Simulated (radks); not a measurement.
Values are calculated unless marked as measured or tabulated.
Spin polarisation of the 5p2 shell in Sb+. Start: [Kr] 4d10 5s2 5p(up 1, down 1); electrons of 5p are moved from spin down to spin up, other shells keep equal spins. Level of theory: scalar-relativistic Kohn-Sham, PBEsol, spin-polarised, spherical densities, point nucleus (a radial shooting solver on a logarithmic mesh with Libxc functionals).

moment (Bohr magnetons)  E - E(0) (eV)  e(5p up) (eV)  e(5p down) (eV)  5s down minus up (eV)  4d down minus up (eV)  4p down minus up (eV)
0                                0.000        -12.031          -12.031                  0.000                  0.000                  0.000
0.5                             -0.050        -12.218          -11.820                  0.367                  0.055                  0.026
1                               -0.199        -12.384          -11.582                  0.739                  0.111                  0.052
1.5                             -0.451        -12.530          -11.316                  1.119                  0.167                  0.078
2                               -0.807        -12.657          -11.019                  1.507                  0.225                  0.104

At moment 2 the spin-polarisation energy is -0.807 eV and the 5p exchange splitting 1.638 eV, that is 0.819 eV per Bohr magneton; E = -I m^2/4 would give I = 0.807 eV.
